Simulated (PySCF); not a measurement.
C6H14N2Si.
SMILES with atom numbers: `[CH2:1]=[CH:2][N:3]([SiH3:4])[N:5]([CH3:6])[CH:7]1[CH2:8][CH2:9]1`

NICS = −σ at a ghost point: NICS(0) at the centroid of the ring atoms, NICS(1) 1 Å to either side along the normal of their mean plane, zz for the tensor component along that normal. Level: GIAO PBE0/pcSseg-1 (PySCF, non-relativistic, gas phase) on the GFN2-xTB geometry, one conformer.

Ring bond lengths (Å), with Mayer bond orders in brackets: C7–C8 1.497 (0.96), C8–C9 1.497 (0.99), C9–C7 1.501 (0.95).

Question: What do the NICS probes read (ppm)?

Answer: 
| ring | type | NICS(0) | NICS(1), two faces | NICS(1)zz, two faces | rms pucker (Å) | centre to ring atoms, mean (Å) |
| --- | --- | --- | --- | --- | --- | --- |
| C7–C8–C9 | 3-membered carbocycle; formal bonds all single | -42.4 | -7.7 / -9.5 | -18.9 / -24.4 | 0.00 | 0.87 |

Question: What do they say, and how far can they be read as aromaticity?

Answer: 
- C7–C8–C9: mean NICS(1)zz -21.7 ppm, shielded. C7, C8, C9 have four or more neighbours; no verdict on aromaticity is drawn. The two faces differ by 5.5 ppm, so no symmetry operation interchanges them. NICS(0) lies 34 ppm below the mean NICS(1).

Question: At the second NICS(1) probe listed for ring C7–C8–C9, 1 Å off the ring, what do the in-plane components average?

Answer: The isotropic value is a third of the trace: (3 × -9.5 − (-24.4))/2 = -2.1 ppm.

Question: What are the shieldings of the ring atoms and their hydrogens in the same run (means over atoms taken as equivalent)?

Answer: 
```csv
atoms,environment,σ isotropic (ppm)
C7,sp3 carbon bound to nitrogen,146.6
C8 (×2),three-membered-ring carbon,176.6
H on C7,methine hydrogen,29.66
H on C8 (×2),methylene hydrogen,31.07
H on C8 (×2),methylene hydrogen,31.23
```

The values belong to the conformer `[CH2:1]=[CH:2][N:3]([SiH3:4])[N:5]([CH3:6])[CH:7]1[CH2:8][CH2:9]1`: C1–C2–N3–Si4 1°, C2–N3–N5–C6 -112°, N3–N5–C7–C8 -68°.
